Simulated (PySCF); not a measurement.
# Excitation energy of Tc⁺ by level of theory

Tc⁺ [Kr] 4d5 5s1 (7S) → Tc⁺ [Kr] 4d6 (5D), as a difference of total energies. Calculation: PySCF 2.14, in x2c-TZVPPall with one added diffuse shell each of s, p, d, f type (9s7p7d3f1g, 95 functions); the spin-free X2C one-electron Hamiltonian (Gaussian nucleus). Correlated levels: valence: [Kr] frozen. The calculations carry no spin-orbit coupling.

| method | excitation energy (eV) |
| --- | --- |
| UHF | 1.440 |
| MP2 (valence) | 0.678 |
| SCS-MP2 (valence) | 0.082 |
| CCSD (valence) | 0.695 |
| CCSD(T) (valence) | 0.643 |

Question: How much does correlation contribute at CCSD(T) (valence)?

Answer: 0.643 − (1.440) = -0.797 eV, measured against UHF.

A first-order spin-orbit estimate (lowest level to lowest level, LS coupling) adds -0.105 eV.
